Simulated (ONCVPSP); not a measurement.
**Which change was made? (Rb, ONCV)**

ONCVPSP 4.0.1 input, shortened (lines: element, Z, core and valence counts, functional; n l f; lmax; l rc ep ncon nbas qcut; lloc lpopt rc5 dvloc0; l nproj debl; icmod fcfact rcfact), PBE, scalar-relativistic:

```
  Rb 37.00    6    3        4      upf
    1    0    2.00
    2    0    2.00
    2    1    6.00
    3    0    2.00
    3    1    6.00
    3    2   10.00
    4    0    2.00
    4    1    6.00
    5    0    1.00
    2
    0    2.75    0.00    4    8    3.30
    1    1.75    0.00    4    9    5.40
    2    2.95    0.12    4    9    3.20
    4    5    1.70   -1.00
    0    2    0.90
    1    2    2.20
    2    3    1.20
    3    5.25    1.00
```

Cutoffs, loose and tight: the cutoffs (Ha) at which the residual kinetic energy of the hardest occupied pseudo-wave falls to 1 and 0.1 mHa per electron. They do not see the model core or the augmentation charge, which bear on the density cutoff. Test errors are all-electron minus pseudo excitation energies from the reference, over the configurations 4s2 4p6 5s0; 4s2 4p6 5s0.5; 4s2 4p6 5s0 5p1; 4s1 4p6 5s1; variants that change the core or the reference have their own tests.

The base gives: outcome: generated; cutoff, loose: 11 Ha; cutoff, tight: 23 Ha; bound ghosts: none; GHOST(+) flags above zero: none; largest test error (meV): -307.

**Question.** After one change the result is: outcome: generated; cutoff, loose: 17 Ha; cutoff, tight: 89 Ha; bound ghosts: none; GHOST(+) flags above zero: s; largest test error (meV): -194. Which change was it?
A. all radii but the core radius scaled by about 1.08 (s 2.96, p 1.88, d 3.18 bohr); local potential polynomial inside 1.84 bohr (lpopt 5, dvloc0 -1 Ha)
B. all radii but the core radius scaled by about 0.92 (s 2.52, p 1.60, d 2.70 bohr); local potential polynomial inside 1.56 bohr (lpopt 5, dvloc0 -1 Ha)
C. all radii but the core radius scaled by about 0.77 (s 2.10, p 1.34, d 2.26 bohr); local potential polynomial inside 1.30 bohr (lpopt 5, dvloc0 -1 Ha)
D. all radii but the core radius scaled by about 1.28 (s 3.50, p 2.24, d 3.76 bohr); local potential polynomial inside 2.16 bohr (lpopt 5, dvloc0 -1 Ha)

**Answer.** C. The others give: all radii but the core radius scaled by about 0.92 (s 2.52, p 1.60, d 2.70 bohr); local potential polynomial inside 1.56 bohr (lpopt 5, dvloc0 -1 Ha) → outcome: generated; cutoff, loose: 13 Ha; cutoff, tight: 63 Ha; bound ghosts: none; GHOST(+) flags above zero: s; largest test error (meV): -283 | all radii but the core radius scaled by about 1.28 (s 3.50, p 2.24, d 3.76 bohr); local potential polynomial inside 2.16 bohr (lpopt 5, dvloc0 -1 Ha) → outcome: generated; cutoff, loose: 6.5 Ha; cutoff, tight: 7.8 Ha; bound ghosts: none; GHOST(+) flags above zero: none; largest test error (meV): -266 | all radii but the core radius scaled by about 1.08 (s 2.96, p 1.88, d 3.18 bohr); local potential polynomial inside 1.84 bohr (lpopt 5, dvloc0 -1 Ha) → outcome: generated; cutoff, loose: 7.6 Ha; cutoff, tight: 14 Ha; bound ghosts: none; GHOST(+) flags above zero: none; largest test error (meV): -313.
